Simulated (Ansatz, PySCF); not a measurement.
Molecule: CLiN, charge 0, multiplicity 1. 
Coordinates optimised at B3LYP-D3(BJ)/def2-TZVP (Ansatz, a first-principles code):
```
C
N 1 1.1597
Li 1 1.9056 2 180.00
```

Total electronic energies in hartree. Cores are frozen in the correlated levels unless marked. Spin-orbit coupling is left out. Non-relativistic. CBS(X,Y): correlation extrapolated as X^-3; Hartree-Fock from the larger set. [CCSD(T)-MP2]/basis is that difference in the basis named.

```tsv
level	program	energy (Eh)
SVWN5/def2-TZVPD	PySCF	-99.47913
BLYP/def2-TZVPD	Ansatz	…
BP86-D3(BJ)/def2-TZVPD	PySCF + dftd3	…
B3LYP/def2-TZVPD	Ansatz	-100.42102
PBE0-D3(BJ)/def2-TZVPD	Ansatz + dftd3	-100.27814
r2SCANh/def2-TZVPD	Ansatz	-100.34475
PW6B95/def2-TZVPD	PySCF	…
MN15-D3(BJ)/def2-TZVPD	PySCF + dftd3	-100.31540
HSE06-D4/def2-TZVPD	Ansatz + dftd4	-100.27215
LC-wPBE-D4/def2-TZVPD	Ansatz + dftd4	-100.32438
LC-wPBE/def2-TZVPD	Ansatz	-100.32318
wB97X-V/def2-TZVPD	Ansatz	-100.37708
B2GP-PLYP-D4/def2-TZVPD	Ansatz + dftd4	-100.30763
MP2/def2-QZVPP	Ansatz	-100.18378
MP2/CBS(def2-TZVPP,def2-QZVPP)	Ansatz	-100.2010
RI-MP2/def2-TZVPPD	Ansatz	-100.15796
RI-MP2/def2-QZVPP	Ansatz	-100.18364
SCS-MP2/def2-TZVPP	Ansatz	-100.14879
SCS-MP2/def2-TZVPPD	Ansatz	-100.15093
CCSD/def2-QZVPP	Ansatz	-100.18135
CCSD/CBS(def2-TZVPPD,def2-QZVPPD)	Ansatz	-100.1950
RI-MP2/CBS(def2-TZVPP,def2-QZVPP)+[CCSD(T)-MP2]/def2-SVP	Ansatz	-100.2182
CCSD(T)/CBS(def2-TZVPPD,def2-QZVPPD)	Ansatz	-100.2165
```

**Question.** Some entries are withheld; supply them.

**Answer.** 
- BLYP/def2-TZVPD, energy (Eh): -100.39407
- BP86-D3(BJ)/def2-TZVPD, energy (Eh): -100.40696
- PW6B95/def2-TZVPD, energy (Eh): -100.54730
